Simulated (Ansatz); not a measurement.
## CCSD(T) forces

CHClSi₂ (SMILES Cl[Si]1=[Si]=C1), singlet, displaced at random from a GFN2-xTB minimum.

| atom | x (Å) | y (Å) | z (Å) |
| --- | --- | --- | --- |
| Cl1 | -1.9511 | -1.5136 | 0.8152 |
| Si2 | -0.9710 | -0.0239 | -0.3354 |
| Si3 | 0.6026 | 1.5053 | -1.2464 |
| C4 | 0.8119 | 0.2049 | 0.0727 |
| H5 | 1.5632 | -0.1629 | 0.7009 |

Ansatz 0.2.0; basis: def2-TZVPP; cores frozen in the correlated methods.

CCSD(T) forces from the calculation:
```tsv
atom	Fx	Fy	Fz (eV/Å)
Cl1	0.293	0.665	-0.579
Si2	1.376	-0.495	1.018
Si3	0.101	-0.820	0.807
C4	-2.888	1.070	-2.058
H5	1.118	-0.420	0.811
```

Question: Which atom feels the largest CCSD(T) force, and how large is it?

Answer: C4, 3.70 eV/Å, along (-0.78, 0.29, -0.56).

Root-mean-square difference of the force components from those of CCSD(T): PBE0-D4 0.178; wB97M-V 0.226; r2SCAN-D4 0.143; PBE-D4 0.136; BLYP-D4 0.192; BHLYP-D4 0.293 eV/Å.

The T1 diagnostic stays at or below 0.017. These are differences at one structure, and CCSD(T) in triple zeta is itself an approximation.

For scale, one of the runs: CCSD(T)/def2-TZVPP forces, 171 basis functions (an equivalent command: `ansatz run in.yaml --threads 4`). The run took 54 s on 4 CPU threads (shared host), with 2.4 GiB of host memory at its peak.
